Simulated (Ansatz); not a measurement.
One change: `OC(S)S[SiH3]` becomes `CSC(O)S`.

Ansatz, PBE0-D4/def2-TZVP geometries, multiplicity 1. Each molecule was computed in one conformer, which needn't be the lowest.

| property | `OC(S)S[SiH3]` |
| --- | --- |
| LUMO energy (B3LYP/def2-TZVPP) / eV | -0.80 |
| size of the dipole moment (ωB97M-V/def2-TZVPP) / D | 0.82 |
| LUMO energy (PBE0/def2-TZVPP) / eV | -0.58 |
| HOMO energy (B3LYP/def2-TZVPP) / eV | -7.07 |
| LUMO energy (ωB97M-V/def2-TZVPP) / eV | 1.37 |
| LUMO energy (PBE/def2-TZVPP) / eV | -1.54 |

(1) Give the same properties after the change, and the shifts. (Best estimate.)

Answers

(1) Ansatz gave: 
```
                                          property  `CSC(O)S`  shift
               LUMO energy (B3LYP/def2-TZVPP) / eV      -0.34   0.46
size of the dipole moment (ωB97M-V/def2-TZVPP) / D       0.99   0.17
                LUMO energy (PBE0/def2-TZVPP) / eV      -0.07   0.51
               HOMO energy (B3LYP/def2-TZVPP) / eV      -6.34   0.73
             LUMO energy (ωB97M-V/def2-TZVPP) / eV       1.80   0.43
                 LUMO energy (PBE/def2-TZVPP) / eV      -1.03   0.51
```

With PBE0 the HOMO rises by 0.74 eV and the LUMO rises by 0.51 eV, so the gap narrows by about 0.23 eV. PBE moves the HOMO by 0.71 eV and ωB97M-V by 0.77 eV. Dipoles are sizes alone; their direction can turn.

B3LYP here is the variant with VWN-RPA as its local correlation; programs differ in this.
